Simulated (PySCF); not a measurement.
Simulated C 1s region for `C[C@@]12C=C[C@H]3[C@@H]1[C@H]32`, binding energy against the vacuum level.

Every computed line was given a Gaussian of 0.8 eV full width at half maximum and an area set by the number of equivalent atoms; the highest printed point is 100. The calculation used delta-SCF UKS SCAN, pcX-2 on the ionised atom, pcseg-1 elsewhere, spin-free X2C (PySCF).

binding energy (eV), intensity and a bar:
```
    288.5          0 
    288.6          0 
    288.7          1 
    288.8          1 
    288.9          3 #
    289.0          5 ##
    289.1         10 ###
    289.2         15 #####
    289.3         23 #######
    289.4         31 #########
    289.5         39 ############
    289.6         45 ##############
    289.7         49 ###############
    289.8         51 ###############
    289.9         52 ###############
    290.0         53 ################
    290.1         56 #################
    290.2         63 ###################
    290.3         72 ######################
    290.4         83 #########################
    290.5         93 ############################
    290.6         99 ##############################
    290.7        100 ##############################
    290.8         95 #############################
    290.9         85 #########################
    291.0         71 #####################
    291.1         55 #################
    291.2         40 ############
    291.3         27 ########
    291.4         17 #####
    291.5         10 ###
    291.6          5 ##
    291.7          3 #
    291.8          1 
    291.9          0 
    292.0          0
```

**Question.** Count the maxima, the lines and the sites behind this envelope.

**Answer.** The curve has 1 maximum (at 290.7 eV). Under it lie 6 lines from 6 inequivalent carbon sites. At this width some lines have no maximum of their own.

**Question.** Decompose the envelope and assign each component. Numbering: `[CH3:1][C@@:2]12[CH:3]=[CH:4][C@H:5]3[C@@H:6]1[C@@H:7]23`.

**Answer.** 
```csv
position (eV),relative area,line,atoms,environment
289.67,1,C 1s,C3,alkene CH carbon
289.73,1,C 1s,C4,alkene CH carbon
290.47,2,C 1s,C6/C7,sp3 carbon at a ring junction
290.73,1,C 1s,C1,methyl carbon
290.81,1,C 1s,C5,sp3 carbon at a ring junction
290.89,1,C 1s,C2,sp3 carbon at a ring junction
```

Lowest listed C 1s: C3, bonded to C (double bond), C and H. Highest, 1.22 eV above it: C2, bonded to 4 C. The widest gap between neighbouring values is 0.74 eV, between 289.73 and 290.47 eV. Summing the Pauling electronegativity differences to the bonded atoms, each weighted by its formal bond order, gives -0.35 for the lowest site and 0.00 for the highest; no listed site has a larger sum than the highest. The smallest sum, -1.05, belongs to C1, 1.06 eV above the lowest.

The curve has no shake-up lines and no vibrational structure. The first atom of each set that the bonding makes equivalent was ionised and stands for the set. Geometry: PBE0-D3(BJ)/def2-SVP; no solvent, vibrations or thermal averaging.
